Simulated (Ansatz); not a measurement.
Born–Oppenheimer molecular dynamics of C₂H₈AlBSi (13 atoms, charge 0, multiplicity 1). It starts from a relaxed structure.

Method: RKS PBE0/6-31G in Ansatz.

```yaml
ensemble: NVE (velocity Verlet)
time_step: 0.5 fs
steps_asked: 150
starting_velocities_drawn_for: 1000 K
seed: 724955
```

First frame:

```xyz
13
Properties=species:S:1:pos:R:3
Al 0.657 1.378 1.278
C 0.136 -0.038 0.054
Si -1.734 -0.159 -0.215
B 0.940 -1.336 0.071
C 1.143 -0.395 -1.122
H -0.427 2.047 2.260
H 2.195 1.855 1.274
H -2.444 -0.475 1.074
H -2.304 1.126 -0.760
H -2.049 -1.246 -1.214
H 1.154 -2.362 0.622
H 0.720 -0.655 -2.093
H 2.034 0.226 -1.214
```

(1) How far do the bonds stretch over the last three quarters of this one trajectory? (Pairs bonded in most of those frames.)

Answers

(1) 
| bond | mean (Å) | spread (Å) | shortest | longest |
| --- | --- | --- | --- | --- |
| Al1–C2 | 1.972 | 0.058 | 1.86 | 2.07 |
| Al1–H6 | 1.619 | 0.023 | 1.58 | 1.66 |
| Al1–H7 | 1.626 | 0.053 | 1.54 | 1.72 |
| C2–Si3 | 1.918 | 0.067 | 1.81 | 2.02 |
| C2–B4 | 1.528 | 0.056 | 1.44 | 1.63 |
| C2–C5 | 1.588 | 0.079 | 1.47 | 1.73 |
| Si3–H8 | 1.515 | 0.035 | 1.46 | 1.57 |
| Si3–H9 | 1.527 | 0.082 | 1.40 | 1.64 |
| Si3–H10 | 1.508 | 0.017 | 1.48 | 1.53 |
| B4–C5 | 1.549 | 0.053 | 1.47 | 1.63 |
| B4–H11 | 1.186 | 0.012 | 1.16 | 1.20 |
| C5–H12 | 1.093 | 0.026 | 1.05 | 1.13 |
| C5–H13 | 1.090 | 0.018 | 1.06 | 1.12 |

Mean temperature of the second half: 447 K. The conserved energy stayed within 0.24 meV per atom of its start (net change 0.18 meV per atom), so the integration is sound. The temperature averaged 0.45 of the 1000 K drawn at the start: a run that starts near a minimum puts about half its kinetic energy into the potential. A run of 0.075 ps of so small a system gives no equilibrium averages. Limits of this set-up: no polarisation functions.

The run took 7.3 min on 1 CPU thread of a shared host.
